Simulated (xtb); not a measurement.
C5H7FO2 (SMILES C=C(F)C(=O)OCC), singlet, geometry from GFN2-xTB; GFN1-xTB in xtb 6.7.1.

xtb was given this input:
```
$ xtb mol.xyz --gfn 1 --opt --json

# file mol.xyz
15

C      2.81484351     0.10214238     0.20729221
C      1.57603227     0.33824942    -0.19638991
F      1.31769639     1.20613037    -1.19065490
C      0.37459893    -0.31786650     0.39606849
O      0.43945284    -1.11979645     1.29496247
O     -0.74744258     0.08674685    -0.18163158
C     -1.96191225    -0.48166286     0.31183832
C     -3.11708435     0.10709106    -0.47434626
H      2.97996800    -0.59826716     1.00475553
H      3.66018044     0.59226715    -0.24122343
H     -1.91089698    -1.57044941     0.19851780
H     -2.04567103    -0.25597186     1.38092592
H     -3.13956817     1.18668293    -0.35415745
H     -3.00546371    -0.12126394    -1.53069104
H     -4.05276683    -0.31149520    -0.11565748
```

It wrote (shortened):

```
   ID    Z sym.   atoms
    1    6 C      1, 2, 4, 7, 8
    2    9 F      3
    3    8 O      5, 6
    4    1 H      9-15

           -------------------------------------------------
          |                Calculation Setup                |
           -------------------------------------------------

           -------------------------------------------------
          |                 G F N 1 - x T B                 |
           -------------------------------------------------

          ...................................................
          :                      SETUP                      :
          :.................................................:
          :  # basis functions                  46          :
          :  # atomic orbitals                  46          :
          :  # shells                           30          :
          :  # electrons                        46          :
          :  # halogen bonds                     0          :
          :  max. iterations                   250          :
          :  Hamiltonian                  GFN1-xTB          :
          :  restarted?                      false          :
          :  GBSA solvation                  false          :
          :  PC potential                    false          :
          :  electronic temp.          300.0000000     K    :
          :  accuracy                    1.0000000          :
          :  -> integral cutoff          0.2500000E+02      :
          :  -> integral neglect         0.1000000E-07      :
          :  -> SCF convergence          0.1000000E-05 Eh   :
          :  -> wf. convergence          0.2000000E-04 e    :
          :  Broyden damping             0.4000000          :
          :  net charge                          0          :
          :  unpaired electrons                  0          :
          ...................................................

 iter      E             dE          RMSdq      gap      omega  full diag
   1    -28.9942030 -0.289942E+02  0.817E+00    4.46       0.0  T
   2    -29.1269969 -0.132794E+00  0.485E+00    4.06       1.0  T
   3    -29.1224872  0.450973E-02  0.206E+00    4.32       1.0  T
   4    -29.1388698 -0.163826E-01  0.196E-01    4.21       1.0  T
   5    -29.1393061 -0.436331E-03  0.663E-02    4.19       1.0  T
   6    -29.1393298 -0.236678E-04  0.174E-02    4.19       1.5  T
   7    -29.1393322 -0.242203E-05  0.185E-03    4.19      14.0  T
   8    -29.1393322 -0.495654E-07  0.715E-04    4.19      36.1  T
   9    -29.1393322 -0.414289E-08  0.300E-04    4.19      86.0  T
  10    -29.1393322 -0.247010E-09  0.473E-05    4.19     545.9  T
  11    -29.1393322 -0.232383E-10  0.231E-05    4.19    1118.0  T

   *** convergence criteria satisfied after 11 iterations ***

         :::::::::::::::::::::::::::::::::::::::::::::::::::::
         ::                     SUMMARY                     ::
         :::::::::::::::::::::::::::::::::::::::::::::::::::::
         :: total energy             -28.873605854932 Eh    ::
         :: gradient norm              0.016186296284 Eh/a0 ::
         :: HOMO-LUMO gap              4.189374099293 eV    ::
         ::.................................................::
         :: SCC energy               -29.139332242986 Eh    ::
         :: -> electrostatic           0.103321730330 Eh    ::
         :: repulsion energy           0.270685770247 Eh    ::
         :: dispersion energy         -0.004959382193 Eh    ::
         :: halogen bond corr.         0.000000000000 Eh    ::
         :: add. restraining           0.000000000000 Eh    ::
         :: total charge               0.000000000000 e     ::
         :::::::::::::::::::::::::::::::::::::::::::::::::::::

      -----------------------------------------------------------
     |                   =====================                   |
     |                        A N C O P T                        |
     |                   =====================                   |
     |               Approximate Normal Coordinate               |
     |                Rational Function Optimizer                |
      -----------------------------------------------------------
      -----------------------------------------------------------
     |                   =====================                   |
     |                        A N C O P T                        |
     |                   =====================                   |
     |               Approximate Normal Coordinate               |
     |                Rational Function Optimizer                |
      -----------------------------------------------------------

          ...................................................
          :                      SETUP                      :
          :.................................................:
          :   optimization level            normal          :
          :   max. optcycles                   200          :
          :   ANC micro-cycles                  20          :
          :   degrees of freedom                39          :
          :.................................................:
          :   RF solver                   davidson          :
          :   write xtbopt.log                true          :
          :   linear?                        false          :
          :   energy convergence         0.5000000E-05 Eh   :
          :   grad. convergence          0.1000000E-02 Eh/α :
          :   maxmium RF displ.          1.0000000          :
          :   Hlow (freq-cutoff)         0.1000000E-01      :
          :   Hmax (freq-cutoff)         5.0000000          :
          :   S6 in model hess.         20.0000000          :
          ...................................................

generating ANC from exact Hessian ...
Using Lindh-Hessian (1995)
 Shifting diagonal of input Hessian by    7.4512873316788589E-003
 Lowest  eigenvalues of input Hessian
[...]
 * total energy  :   -28.8736059 Eh     change       -0.3858247E-11 Eh
 * total energy  :   -28.8738864 Eh     change       -0.2805053E-03 Eh
 * total energy  :   -28.8739401 Eh     change       -0.5377148E-04 Eh
 * total energy  :   -28.8739469 Eh     change       -0.6749687E-05 Eh
 * total energy  :   -28.8739491 Eh     change       -0.2217467E-05 Eh
   *** GEOMETRY OPTIMIZATION CONVERGED AFTER 5 ITERATIONS ***
[...]
         :::::::::::::::::::::::::::::::::::::::::::::::::::::
         :: total energy             -28.873949098876 Eh    ::
         :: gradient norm              0.000288615174 Eh/a0 ::
         :: HOMO-LUMO gap              4.187168728645 eV    ::
         ::.................................................::
         :: SCC energy               -29.137340299035 Eh    ::
         :: -> electrostatic           0.103254025409 Eh    ::
         :: repulsion energy           0.268341818830 Eh    ::
         :: dispersion energy         -0.004950618671 Eh    ::
         :: halogen bond corr.         0.000000000000 Eh    ::
         :: add. restraining           0.000000000000 Eh    ::
         :: total charge               0.000000000000 e     ::
         :::::::::::::::::::::::::::::::::::::::::::::::::::::

           -------------------------------------------------
          |                Property Printout                |
           -------------------------------------------------

    * Orbital Energies and Occupations

         #    Occupation            Energy/Eh            Energy/eV
      -------------------------------------------------------------
         1        2.0000           -0.8740656             -23.7845
       ...           ...                  ...                  ...
        11        2.0000           -0.6033939             -16.4192
        12        2.0000           -0.5888369             -16.0231
        13        2.0000           -0.5777879             -15.7224
        14        2.0000           -0.5702215             -15.5165
        15        2.0000           -0.5672804             -15.4365
        16        2.0000           -0.5373659             -14.6225
        17        2.0000           -0.5332126             -14.5095
        18        2.0000           -0.5316864             -14.4679
        19        2.0000           -0.5300475             -14.4233
        20        2.0000           -0.5098637             -13.8741
        21        2.0000           -0.4900871             -13.3359
        22        2.0000           -0.4720062             -12.8439
        23        2.0000           -0.4657407             -12.6734 (HOMO)
        24                         -0.3118651              -8.4863 (LUMO)
        25                         -0.2010589              -5.4711
        26                         -0.1389947              -3.7822
        27                         -0.1282370              -3.4895
        28                         -0.1221181              -3.3230
        29                         -0.0928486              -2.5265
        30                         -0.0795849              -2.1656
        31                         -0.0752375              -2.0473
        32                         -0.0591944              -1.6108
        33                         -0.0038192              -0.1039
        34                          0.0043920               0.1195
       ...                                ...                  ...
        46                          0.7443603              20.2551
      -------------------------------------------------------------
                  HL-Gap            0.1538756 Eh            4.1872 eV
             Fermi-level           -0.3888029 Eh          -10.5799 eV

  Mulliken/CM5 charges         n(s)   n(p)   n(d)
     1C    -0.08471 -0.18045   1.053  3.032  0.000
     2C     0.22576  0.24112   1.055  2.719  0.000
     3F    -0.23715 -0.26003   1.821  5.416  0.000
     4C     0.56989  0.63240   0.966  2.464  0.000
     5O    -0.53587 -0.58483   1.721  4.815  0.000
     6O    -0.39991 -0.48036   1.683  4.717  0.000
     7C     0.20429  0.12166   1.000  2.796  0.000
     8C    -0.09468 -0.24279   1.009  3.085  0.000
     9H     0.07179  0.12889   0.928  0.000  0.000
    10H     0.06472  0.11899   0.935  0.000  0.000
    11H     0.04252  0.10727   0.957  0.000  0.000
    12H     0.04252  0.10727   0.957  0.000  0.000
    13H     0.04733  0.10139   0.953  0.000  0.000
    14H     0.04733  0.10139   0.953  0.000  0.000
    15H     0.03619  0.08809   0.964  0.000  0.000

Wiberg/Mayer (AO) data.
largest (>0.10) Wiberg bond orders for each atom

 ---------------------------------------------------------------------------
     #   Z sym  total        # sym  WBO       # sym  WBO       # sym  WBO
 ---------------------------------------------------------------------------
     1   6 C    3.991 --     2 C    1.860    10 H    0.975     9 H    0.972
     2   6 C    3.872 --     1 C    1.860     4 C    0.975     3 F    0.957
     3   9 F    1.096 --     2 C    0.957
     4   6 C    3.858 --     5 O    1.673     6 O    1.130     2 C    0.975
     5   8 O    1.952 --     4 C    1.673     6 O    0.142
     6   8 O    2.217 --     4 C    1.130     7 C    0.882     5 O    0.142
     7   6 C    3.877 --     8 C    1.020    12 H    0.972    11 H    0.972
                             6 O    0.882
     8   6 C    3.994 --     7 C    1.020    15 H    0.986    14 H    0.986
                            13 H    0.986
     9   1 H    1.003 --     1 C    0.972
    10   1 H    0.998 --     1 C    0.975
    11   1 H    1.011 --     7 C    0.972
    12   1 H    1.011 --     7 C    0.972
    13   1 H    1.003 --     8 C    0.986
    14   1 H    1.003 --     8 C    0.986
    15   1 H    1.003 --     8 C    0.986
 ---------------------------------------------------------------------------

Topologies differ in total number of bonds
Writing topology from bond orders to xtbtopo.mol

 dipole moment from electron density (au)
     X       Y       Z
  -0.3312   0.1245  -0.1761  total (Debye):    1.005

optimized geometry written to: xtbopt.xyz

           -------------------------------------------------
          | TOTAL ENERGY              -28.873949098876 Eh   |
          | GRADIENT NORM               0.000288615174 Eh/α |
          | HOMO-LUMO GAP               4.187168728645 eV   |
           -------------------------------------------------
```
